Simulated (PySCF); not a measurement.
Spectra and structures to be paired. Method used: TDDFT CAM-B3LYP/def2-SVPD, vertical, gas phase, core orbitals frozen in the response (PySCF). Geometries: GFN2-xTB; one conformer of each isolated species. Triplets are in the Tamm–Dancoff approximation.

A. `CC(=O)c1cccpc1`
B. `C1=C[P@H](=S)C=C[C@H]1[SiH3]`
C. `O=C1C[SiH2]C(F)=C1`
D. `CC(=O)Oc1ccsc1`
E. `C/C=C(C=O)/C(Cl)=C/F`

Lowest singlet levels (six at most, fewer where fewer were computed) with oscillator strengths:

1. 4.90 eV (f 0.005); 4.94 eV (f 0.047); 5.06 eV (f 0.002); 5.07 eV (f 0.002); 5.74 eV (f 0.011); 5.78 eV (f 0.001); T1 4.11 eV
2. 5.64 eV (f 0.090); 5.80 eV (f 0.001); 5.98 eV (f 0.029); 6.09 eV (f 0.003); 6.45 eV (f 0.005); 6.48 eV (f 0.364); T1 3.85 eV
3. 3.87 eV (f 0.001); 4.60 eV (f 0.158); 5.92 eV (f 0.022); 6.08 eV (f 0.028); 6.30 eV (f 0.340); 6.41 eV (f 0.096); T1 2.94 eV
4. 4.06 eV (f 0.000); 6.11 eV (f 0.258); 6.39 eV (f 0.003); 6.79 eV (f 0.001); 7.16 eV (f 0.040); 7.32 eV (f 0.004); T1 3.59 eV
5. 3.87 eV (f 0.000); 4.49 eV (f 0.037); 5.05 eV (f 0.012); 5.06 eV (f 0.040); 5.28 eV (f 0.004); 5.81 eV (f 0.560); T1 3.11 eV

Question: Which spectrum belongs to which structure?

Answer: 1 = B, 2 = D, 3 = E, 4 = C, 5 = A.
- A: S1 at 3.87 eV, HOMO-1→LUMO (73%), HOMO-1→LUMO+3 (9%); Löwdin shares by element: HOMO carbon 47% or more, phosphorus 29% (atoms not listed hold the other 24%); LUMO carbon 42% or more, oxygen 13% (atoms not listed hold the other 45%); HOMO -8.51 and LUMO -1.09 eV; point group Cs, 1 of its 6 listed states under f = 0.0005.
- B: S1 at 4.90 eV, HOMO-1→LUMO (62%), HOMO→LUMO+1 (32%); Löwdin shares by element: HOMO sulfur 75%, phosphorus 17%; LUMO carbon 36% or more, silicon 13% (atoms not listed hold the other 51%); HOMO -7.61 and LUMO -0.01 eV; point group Cs.
- C: S1 at 4.06 eV, HOMO→LUMO (90%); Löwdin shares by element: HOMO oxygen 62%, carbon 31% or more; LUMO carbon 61% or more, oxygen 19% (atoms not listed hold the other 20%); HOMO -9.01 and LUMO -0.63 eV.
- D: S1 at 5.64 eV, HOMO→LUMO (89%); Löwdin shares by element: HOMO carbon 60% or more, sulfur 18% (atoms not listed hold the other 22%); LUMO carbon 44% or more, sulfur 19% (atoms not listed hold the other 36%); HOMO -8.13 and LUMO 0.46 eV.
- E: S1 at 3.87 eV, HOMO-1→LUMO (87%), HOMO-1→LUMO+1 (9%); Löwdin shares by element: HOMO carbon 57% or more, chlorine 11% (atoms not listed hold the other 32%); LUMO carbon 60% or more, oxygen 18% (atoms not listed hold the other 21%); HOMO -8.33 and LUMO -1.11 eV.
A and E have S1 within 0.01 eV of each other; their strongest listed levels stand at 5.81 eV (f 0.560) and 6.30 eV (f 0.340).
